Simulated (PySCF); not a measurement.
Electron correlation in Zn(2+) (zinc, charge +2)

[Ar] 3d9 4p1, one real determinant (an excited configuration). Computed with PySCF 2.14 in dyall-av2z, with no relativity, point nucleus. Frozen: [Ar]; 10 electrons correlated; the 25 highest virtual orbitals of each spin left out.

```
  level  correlation energy (mhartree)
   CCSD                        -282.79
    (T)                          -4.52
CCSD(T)                        -287.31
```

Diagnostics: T1 = 0.0069, D1 = 0.0184, largest double amplitude 0.044.

The real determinant used has ⟨L²⟩ near 8 against 12 for a pure F term, so it mixes terms.

Cost of the coupled-cluster step: roughly 11 core-seconds, for 10 correlated electrons.

The reference is one real determinant that mixes LS terms of this configuration.
